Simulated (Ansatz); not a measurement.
Start from `[F][Ge]([F])([F])[SH]` and change one atom or group to get `[F][GeH]([F])[F]`.

Ansatz, PBE0-D4/def2-TZVP geometries, multiplicity 1. Each molecule was computed in one conformer, which needn't be the lowest.

Scalar relativity is left out up to krypton.

| property | `[F][Ge]([F])([F])[SH]` |
| --- | --- |
| LUMO energy (B3LYP/def2-TZVPP) / eV | -1.78 |
| LUMO energy (PBE0/def2-TZVPP) / eV | -1.42 |
| size of the dipole moment (B3LYP/def2-TZVPP) / D | 2.58 |
| HOMO–LUMO gap (B3LYP/def2-TZVPP) / eV | 6.85 |
| zero-point energy (PBE0-D4/def2-TZVP) / kJ/mol | 43.9 |
| size of the dipole moment (ωB97M-V/def2-TZVPP) / D | 2.56 |

Q: Give the same properties after the change, and the shifts. (Estimate.)

A: Computed: 
| property | `[F][GeH]([F])[F]` | shift |
| --- | --- | --- |
| LUMO energy (B3LYP/def2-TZVPP) / eV | -0.89 | 0.89 |
| LUMO energy (PBE0/def2-TZVPP) / eV | -0.46 | 0.96 |
| size of the dipole moment (B3LYP/def2-TZVPP) / D | 2.45 | -0.13 |
| HOMO–LUMO gap (B3LYP/def2-TZVPP) / eV | 10.23 | 3.38 |
| zero-point energy (PBE0-D4/def2-TZVP) / kJ/mol | 40.0 | -3.9 |
| size of the dipole moment (ωB97M-V/def2-TZVPP) / D | 2.45 | -0.11 |

With PBE0 the HOMO falls by 2.45 eV and the LUMO rises by 0.96 eV, so the gap widens by about 3.41 eV. PBE moves the HOMO by -2.04 eV and ωB97M-V by -2.56 eV. The zero-point energy changes by -3.9 kJ/mol with -3 modes. Dipoles are sizes alone; their direction can turn.

B3LYP here is the variant with VWN-RPA as its local correlation; programs differ in this.
